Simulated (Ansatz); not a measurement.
System: C₄H₅GeO, net charge 0, doublet state. It need not be the lowest isomer of its formula. SMILES: [GeH3][c]1cc[c]o1
Geometry from a B3LYP-D3(BJ)/def2-TZVP (Ansatz, a first-principles code) optimisation:
```xyz
11

Ge     1.5068     0.1617     0.0510
C     -0.4266     0.0409    -0.0151
C     -1.4289     0.9620    -0.0575
C     -2.6862     0.2629    -0.0954
C     -2.3184    -1.0382    -0.0719
O     -1.0112    -1.2341    -0.0249
H      1.8426     1.6600     0.0503
H      2.0391    -0.5052     1.3289
H      2.1260    -0.5258    -1.1758
H     -1.2964     2.0319    -0.0617
H     -3.6795     0.6711    -0.1332
```
Charge 0, spin multiplicity 2.

Parts of the frozen-core correlation energy in cc-pVDZ (Ansatz, hartree). Frozen orbitals: 19; correlated occupied orbitals by spin: 16 and 15; virtual: 87 and 88. Open shells are spin-unrestricted. Spin-orbit coupling is left out. No relativistic terms.

| term | value |
|---|---|
| reference (HF) | -2304.48072 |
| MP2 opposite-spin | ? |
| MP2 same-spin | ? |
| CCSD correlation | ? |
| (T) | -0.03276 |
| T1 diagnostic | 0.036 |
| largest doubles amplitude | 0.055 |
| <S^2> of the reference | 1.067 |

**Question.** What belongs in the gaps?

**Answer.** 
- MP2 opposite-spin, value: -0.55502
- MP2 same-spin, value: -0.19432
- CCSD correlation, value: -0.81095
